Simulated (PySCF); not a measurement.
Job file and geometry (Å, from GFN2-xTB) of an NMR shielding run on `C#C[SiH2][Si@H](C)NC`, C4H11NSi2, PySCF, GIAO PBE0/pcSseg-1 NMR shielding, non-relativistic, gas phase; density fitting, a coarse starting grid and PySCF grid level 2 are the driver's defaults:

```
$ OMP_NUM_THREADS=1 python probes_run.py task.json out

{"job": {"kind": "nmr", "xc": "PBE0", "basis": "pcSseg-1"}, "charge": 0, "multiplicity": 1}
C      3.771232     0.504733    -0.144112
C      2.762469     0.022723    -0.587773
Si     1.160535    -0.666747    -1.216689
Si    -0.636286     0.501884    -0.312382
C     -0.040775     1.964324     0.740418
N     -1.667332    -0.409781     0.731630
C     -2.301455    -1.633506     0.311264
H      4.662341     0.917716     0.234713
H      1.255024    -0.614916    -2.685783
H      1.199660    -2.097824    -0.857715
H     -1.548158     0.988087    -1.369282
H     -0.868761     2.507043     1.184925
H      0.521023     2.660145     0.126150
H      0.616428     1.640675     1.542369
H     -1.459732    -0.419897     1.718936
H     -2.601565    -1.529247    -0.729202
H     -3.193348    -1.823726     0.911635
H     -1.640059    -2.505368     0.389243
```

Question: Write the output of this run.

Answer: 
```
coarse grid: 15480 points
cycle   1  E = -792.0683063328  dE =  4.709e-01  |g| = 5.654e-01  |ddm| = 3.780e+00
cycle   2  E = -792.0303659476  dE =  3.794e-02  |g| = 6.890e-01  |ddm| = 1.309e+00
cycle   3  E = -792.1458503189  dE = -1.155e-01  |g| = 9.697e-02  |ddm| = 7.945e-01
cycle   4  E = -792.1474949195  dE = -1.645e-03  |g| = 4.356e-02  |ddm| = 1.092e-01
cycle   5  E = -792.1478762669  dE = -3.813e-04  |g| = 2.100e-02  |ddm| = 4.596e-02
cycle   6  E = -792.1479852045  dE = -1.089e-04  |g| = 4.619e-03  |ddm| = 1.846e-02
cycle   7  E = -792.1479902713  dE = -5.067e-06  |g| = 8.135e-04  |ddm| = 4.937e-03
final grid: 138768 points
cycle   8  E = -792.1869296270  dE = -2.901e-05  |g| = 7.732e-03  |ddm| = 2.609e-02
cycle   9  E = -792.1869229640  dE =  6.663e-06  |g| = 9.367e-03  |ddm| = 1.645e-02
cycle  10  E = -792.1869444319  dE = -2.147e-05  |g| = 9.115e-04  |ddm| = 9.389e-03
cycle  11  E = -792.1869445965  dE = -1.647e-07  |g| = 2.450e-04  |ddm| = 1.059e-03
cycle  12  E = -792.1869446086  dE = -1.203e-08  |g| = 5.699e-05  |ddm| = 2.277e-04
cycle  13  E = -792.1869446092  dE = -5.932e-10  |g| = 3.267e-05  |ddm| = 7.697e-05
cycle  14  E = -792.1869446094  dE = -2.310e-10  |g| = 1.256e-05  |ddm| = 2.824e-05
converged SCF energy = -792.1869446094

GIAO shielding tensors (ppm)
atom      isotropic    diamagn.    paramagn.     s11        s22        s33       span
  0 C       81.396     260.178    -178.782     -3.646     -2.635    250.469    254.116
  1 C      102.795     260.982    -158.187      7.526     11.328    289.531    282.005
  2 Si     460.656     881.489    -420.832    438.022    463.688    480.260     42.238
  3 Si     376.039     881.487    -505.447    337.277    351.516    439.325    102.047
  4 C      189.985     254.751     -64.766    180.729    192.463    196.762     16.033
  5 N      254.447     325.165     -70.718    214.220    251.164    297.957     83.737
  6 C      154.128     242.746     -88.618    131.084    144.372    186.929     55.846
  7 H       29.865      32.943      -3.078     24.479     24.996     40.121     15.642
  8 H       27.625      28.367      -0.742     23.680     26.224     32.970      9.290
  9 H       27.354      29.346      -1.992     23.506     26.558     31.997      8.491
 10 H       26.624      30.449      -3.824     22.926     25.362     31.585      8.658
 11 H       31.141      30.764       0.377     26.471     28.281     38.670     12.200
 12 H       31.476      31.503      -0.027     26.820     28.924     38.685     11.864
 13 H       31.161      33.556      -2.395     27.583     29.058     36.841      9.259
 14 H       32.355      35.360      -3.005     22.549     32.486     42.031     19.482
 15 H       29.412      28.797       0.616     25.770     27.232     35.234      9.464
 16 H       28.788      26.779       2.008     23.427     26.570     36.365     12.938
 17 H       28.803      29.164      -0.361     23.457     27.431     35.521     12.064
```

Question: Turn these shieldings into chemical shifts. Referencing at the same level of theory: 13C (σ = 186.93 ppm) and 29Si (σ = 349.16 ppm) and 1H (σ = 31.72 ppm) vs TMS; 15N (σ = 267.73 ppm) against NH3.

Answer: Averaging equivalent atoms: C 0: 105.5; C 1: 84.1; C 6: 32.8; C 4: -3.1; Si 3: -26.9; Si 2: -111.5; N 5: 13.3; H 10: 5.09; H 9: 4.36; H 8: 4.09; H 15/16/17: 2.72; H 7: 1.85; H 11/12/13: 0.46; H 14: -0.64 ppm. Experimental scales use liquid or dissolved standards, which lie at an offset from isolated NH3 (liquid NH3: subtract about 20 ppm).

Size and cost of the density-fitted run: 188 basis functions, 55 s wall time on 1 thread of an Arm Neoverse N1, shared host; peak memory 0.85 GiB.
